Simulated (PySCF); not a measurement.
**Tl⁵³⁺: ionisation energy**

Tl⁵³⁺ [Ar] 3d10 (1S) → Tl⁵⁴⁺ [Ar] 3d9 (2D), as a difference of total energies. Calculation: PySCF 2.14, in an uncontracted even-tempered set (17 s from 13 bohr⁻², ratio 2.5; 13 p from 17 bohr⁻², ratio 2.5; 7 d from 17 bohr⁻², ratio 2.5; 4 f from 72 bohr⁻², ratio 2.7; 3 g from 110 bohr⁻², ratio 2.7); scalar relativity by spin-free X2C-1e. Correlated levels: outer shells: [Ne] frozen; virtual orbitals above 40 to 60 times the deepest correlated orbital energy dropped. The calculations carry no spin-orbit coupling.

```tsv
method	ionisation energy (eV)
UHF	5278.5
LDA	5274.9
PBE	5274.1
PBE0	5275.8
r2SCAN	5276.5
BHandHLYP	5277.0
B3LYP	5275.5
MP2 (outer shells)	5280.1
SCS-MP2 (outer shells)	5279.8
```

A first-order spin-orbit estimate (lowest level to lowest level, LS coupling) adds -41.119 eV.

Breit and QED terms and the two-electron picture change are absent.

For comparison: 5234 ± 5 eV (theoretical estimate listed by NIST; NIST Atomic Spectra Database, ionization energies).
